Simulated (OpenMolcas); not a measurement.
## Mn5+, Tc5+, Re5+: d² down the group

```yaml
Program: OpenMolcas
Method: CASSCF
Basis: ANO-RCC-VTZP
Scalar_Hamiltonian: DKH2, point nucleus
Spin-orbit_coupling: state interaction with AMFI integrals over the reference wave functions, term energies averaged over their components
```

Active space for each ion: 2 electrons in 10 orbitals (d d).

Computed levels in cm-1 above ³F₂:

| Level | Mn5+ | Tc5+ | Re5+ |
| --- | --- | --- | --- |
| ³F₃ | 754 | 2046 | 8046 |
| ³F₄ | 1711 | 4377 | 14890 |
| ¹D₂ | 18570 | 14224 | 18636 |
| ³P₀ | 21606 | 15272 | 16510 |
| ³P₁ | 21871 | 16111 | 21064 |
| ³P₂ | 22471 | 18261 | 29962 |
| ¹G₄ | 28431 | 21548 | 28877 |
| ¹S₀ | 67852 | 49538 | 56335 |
| weight of ³F in the lowest level (%) | 100 | 98 | 91 |

Mixed levels, with the weight of the term that names them: Re5+ ¹D₂ (51 %), Re5+ ³P₂ (58 %).

Measured, with the error of the calculation in %. Measured levels: Mn5+ from Corliss and Sugar, J. Phys. Chem. Ref. Data 6, 1253 (1977).

```
Level           Mn5+
  ³F₃     746 (+1.1)
  ³F₄    1669 (+2.5)
  ¹D₂  15336 (+21.1)
  ³P₀  17782 (+21.5)
  ³P₁  18057 (+21.1)
  ³P₂  18628 (+20.6)
  ¹G₄  25511 (+11.4)
```

The fine-structure level ³F₄ changes by a factor of 8.7 from Mn5+ to Re5+.

Without spin-orbit coupling ¹D lies 17671, 12298, 11484 cm-1 above ³F in that order; the difference to the level ¹D₂, of either sign, comes from spin-orbit coupling, which also lowers the zero.

Without dynamic correlation excited terms often stand tens of per cent too high (terms of higher spin than the ground term too low), and those without a measured partner can miss by more than the paired ones. Active for correlation alone: 4d; no level in the range computed is led by a configuration that fills it, so any true level of that kind is missing (holds for Mn5+). Active for correlation alone: 5d; no level in the range computed is led by a configuration that fills it, so any true level of that kind is missing (holds for Tc5+). Active for correlation alone: 6d; no level in the range computed is led by a configuration that fills it, so any true level of that kind is missing (holds for Re5+). Measured partners are found by configuration, term and J. A level has none where our copy of the source lacks it or the pairing is in doubt (some pairs that miss far off the trend of their configuration count as doubtful), and it then counts in no deviation. Only configurations of the active space appear.
